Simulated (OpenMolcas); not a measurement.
A calculation on V⁺.

```yaml
Program: OpenMolcas 26.06
Method: CASSCF
Basis: ANO-RCC-VTZP [6s5p3d2f1g]
Scalar_Hamiltonian: DKH2, point nucleus
Active_space: 4 electrons in 6 orbitals (3d 4s)
State_averaging: 2S+1 = 5 even, 15 roots; 2S+1 = 3 even, 80 roots kept (CI in the orbitals of an earlier block); 2S+1 = 1 even, 63 roots kept (CI in the orbitals of an earlier block)
Spin-orbit_coupling: RASSI with atomic mean-field integrals over the reference wave functions, term energies averaged over their components
```

Task: Which level of the active space comes out lowest?

Result: 3d3 4s 5F1, with 100 % of that term.

Task: How high does 3d4 5D3 lie?

Result: 0.7373 eV above the lowest level.

Task: How high does 3d3 4s 5F4 lie?

Result: 0.0456 eV above the lowest level.

Task: How high does 3d4 5D0 lie?

Result: 0.7065 eV above the lowest level.

Without dynamic correlation excited terms often stand tens of per cent too high (terms of higher spin than the ground term too low), and those without a measured partner can miss by more than the paired ones. The lowest computed level is not the ground level that NIST lists (5D0). Configurations are named by rounded mean occupations; where the s occupation lies near a half they are strongly mixed, a name can repeat and a true partner stay unpaired. A single d shell beside an s shell can misplace configurations of different d count against each other. Only configurations of the active space appear.
